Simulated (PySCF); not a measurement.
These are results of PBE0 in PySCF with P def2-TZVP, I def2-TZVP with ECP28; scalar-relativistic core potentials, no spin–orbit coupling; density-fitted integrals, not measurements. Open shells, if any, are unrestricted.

**Question.** What shape and geometry does isolated singlet PI3 take (every ligand bound to P)?

**Answer.** Counting electrons, phosphorus keeps 2 of its valence electrons outside its bonds, so the VSEPR class is AX3E1 and the expected shape is trigonal pyramidal (C3v), as computed. The lowest minimum found is a singlet of C3v symmetry with P–I 2.448 Å (×3); I–P–I 102.6° (×3). Its harmonic wavenumbers are 76 (e), 113 (a1), 321 (a1), 344 (e) cm⁻¹ and its dipole moment is 0.05 D.
